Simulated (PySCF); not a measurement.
# Bond lengths and vibrations by method: AlFH3OSi cation

Calculated results; nothing here was measured. They come from PySCF 2.14.0, an open-source quantum chemistry program, on an isolated molecule that a program drew, which may never have been made. The molecule is AlFH3OSi cation (charge +1, singlet), drawn as the SMILES string `F[SiH2][O][AlH+]`.

The geometry was optimised and harmonic frequencies were computed with HF and MP2, all in the cc-pV(D+d)Z basis, for the commonest isotopes, with a restricted reference for singlets and an unrestricted one otherwise, and a frozen core in MP2. Each result is a local minimum of its method.

Geometry at the HF minimum:
```xyz
7
AlFH3OSi cation, angstrom
F    -0.4188    1.2815    0.8110
Si    0.9762    1.0171    1.5406
O     1.9945    0.5462    0.2743
Al    2.6855    0.1460   -1.1262
H     0.8644   -0.1122    2.4548
H     1.5054    2.2596    2.0882
H     3.3777   -0.2414   -2.4408
```

Lengths of the bonds as drawn, in Å (atoms numbered as above):
| bond | HF | MP2 |
|---|---|---|
| F1-Si2 | 1.596 | 1.613 |
| Si2-O3 | 1.692 | 1.723 |
| O3-Al4 | 1.612 | 1.634 |
| Si2-H5 | 1.457 | 1.461 |
| Si2-H6 | 1.457 | 1.461 |
| Al4-H7 | 1.535 | 1.541 |

Rotational constants, in GHz:
```
constant     HF    MP2
       A  14.48  13.94
       B  2.194  2.147
       C  1.951  1.905
```

Harmonic frequencies in cm^-1, each column in rising order, so a row needn't be the same motion in every method:
```
rank    HF   MP2
   1    80    62
   2   142   112
   3   346   318
   4   433   400
   5   444   408
   6   567     ?
   7   750   704
   8   770   731
   9   916   883
  10   993   948
  11  1042   995
  12  1188  1126
  13  2183  2131
  14  2437  2385
  15  2455  2413
```

**Estimate the missing MP2 frequency from the HF column.**

A single factor s that minimises the squared misfit of MP2 against s times HF over the other rows is sum(HF x MP2) / sum(HF^2) = 0.9714, with an rms misfit of 20 cm^-1. For rank 6 it gives 0.9714 x 567 = 551 cm^-1. The calculation gives 530 cm^-1, 21 cm^-1 below the estimate. The drawn bonds are on average 0.9 % longer in MP2 than in HF.
